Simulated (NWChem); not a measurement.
## Correlation energy of Au2

```
Au
Au 1 2.5399
```
Charge 0, spin multiplicity 1.

Everything below was run with NWChem. Structure: optimised with PBE0/def2-SVP with def2 effective core potentials on Au, a minimum by its harmonic frequencies.

Basis set: def2-TZVP. Each correlation energy counts from its own Hartree-Fock reference.

Effective core potentials replace the inner electrons of Au; spin-orbit coupling is left out. The correlated methods keep 8 core orbitals frozen. The structure started from a generated list of species. No row is a measurement; the coupled-cluster row has its own basis-set and correlation limits.

### Question
Order these methods by the correlation energy they give, lowest first: MP2, SCS-MP2, CR-CCSD[T], CR-CCSD(T).

### Answer
MP2 (-608.5 mHa), CR-CCSD[T] (-579.0 mHa), CR-CCSD(T) (-577.7 mHa), SCS-MP2 (-544.1 mHa)
